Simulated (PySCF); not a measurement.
From computed data to an observable: chemical shift, span and skew from a shielding tensor

ClH3SSi, SMILES Cl[SiH2]S. Atoms are numbered in the order given.

```xyz
6

Si    -0.4824    -0.5510     0.2238
S      1.5160    -0.8851    -0.4384
Cl    -1.0350     1.4380     0.1377
H     -1.3350    -1.3141    -0.7030
H     -0.6597    -0.9736     1.6239
H      2.0870    -0.2825     0.6196
```
Charge 0, spin multiplicity 1.

Coordinates come from a B3LYP-D3(BJ)/def2-TZVP optimisation. The values are those of a single conformer.

GIAO shieldings from PBE0/pcSseg-2 (PySCF), non-relativistic, no solvent. The symmetric part of the tensor of Si1 has the principal values 268.6, 373.1, 400.6 ppm. The same nucleus in TMS has σ = 341.9 ppm at this level (PySCF, at its B3LYP-D3(BJ)/def2-TZVP geometry). Without spin–orbit terms, shifts of atoms bonded to Cl or Br come out too high.

Work out the isotropic shielding, the ²⁹Si shift against TMS, the span and the skew.


σ(iso) = (σ11 + σ22 + σ33)/3 = 347.4 ppm. δ = σ(ref) − σ(iso) = 341.9 − (347.4) = -5.5 ppm.
Span Ω = σ33 − σ11 = 132.0 ppm. Skew κ = 3(σ(iso) − σ22)/Ω = -0.58. Tumbling in solution averages the tensor to δ; in a static solid the shielding alone would spread this spin-1/2 line over Ω.
